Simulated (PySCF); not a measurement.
H3HfO3, SMILES [OH][Hf+]([OH])[OH], charge +1, multiplicity 1.

Coordinates come from a r2SCAN-D4/def2-SVP optimisation. The spin state was assumed, not searched. The isomer is the one that the SMILES or the coordinates give; other isomers of the formula were not compared. The def2 effective core potentials stand for the cores of Hf; spin–orbit coupling is left out. One conformer was computed; it need not be the lowest.

Method: TDDFT-PBE/def2-SVPD run with PySCF 2.14.0.

Vertical excitations; the highest root listed may be one member of a degenerate set.  State labels are in the subgroup Cs.

```json
[
 {"state": "S1", "symmetry": "A\"", "energy (eV)": "4.12", "λ (nm)": "301", "f": "0.000", "main pairs": "HOMO→LUMO 100 %"},
 {"state": "S2", "symmetry": "A'", "energy (eV)": "4.70", "λ (nm)": "264", "f": "0.016", "main pairs": "HOMO−2→LUMO (degenerate set)"},
 {"state": "S3", "symmetry": "A\"", "energy (eV)": "4.70", "λ (nm)": "264", "f": "0.016", "main pairs": "HOMO−1→LUMO (degenerate set)"},
 {"state": "S4", "symmetry": "A'", "energy (eV)": "4.93", "λ (nm)": "252", "f": "0.002", "main pairs": "HOMO−3→LUMO 98 %"},
 {"state": "S5", "symmetry": "A'", "energy (eV)": "5.33", "λ (nm)": "233", "f": "0.008", "main pairs": "HOMO−4→LUMO (degenerate set)"},
 {"state": "S6", "symmetry": "A\"", "energy (eV)": "5.33", "λ (nm)": "233", "f": "0.007", "main pairs": "HOMO−5→LUMO (degenerate set)"},
 {"state": "S7", "symmetry": "A'", "energy (eV)": "6.11", "λ (nm)": "203", "f": "0.004", "main pairs": "HOMO→LUMO+2 (degenerate set)"},
 {"state": "S8", "symmetry": "A\"", "energy (eV)": "6.11", "λ (nm)": "203", "f": "0.004", "main pairs": "HOMO→LUMO+1 (degenerate set)"},
 {"state": "S9", "symmetry": "A\"", "energy (eV)": "6.63", "λ (nm)": "187", "f": "0.000", "main pairs": "HOMO−1→LUMO+1 50 %, HOMO−2→LUMO+2 50 %"},
 {"state": "S10", "symmetry": "A'", "energy (eV)": "6.65", "λ (nm)": "186", "f": "0.008", "main pairs": "HOMO−2→LUMO+1 34 %, HOMO−1→LUMO+2 34 %, HOMO−3→LUMO+1 30 %"},
 {"state": "T1", "symmetry": "A\"", "energy (eV)": "4.07", "λ (nm)": "304", "f": "0", "main pairs": "HOMO→LUMO 100 %"},
 {"state": "T2", "symmetry": "A'", "energy (eV)": "4.55", "λ (nm)": "273", "f": "0", "main pairs": "HOMO−2→LUMO (degenerate set)"},
 {"state": "T3", "symmetry": "A\"", "energy (eV)": "4.55", "λ (nm)": "273", "f": "0", "main pairs": "HOMO−1→LUMO (degenerate set)"},
 {"state": "T4", "symmetry": "A'", "energy (eV)": "4.59", "λ (nm)": "270", "f": "0", "main pairs": "HOMO−3→LUMO 99 %"}
]
```
Triplets are in the Tamm–Dancoff approximation, which puts them higher than full response would, so one can lie above its singlet here.
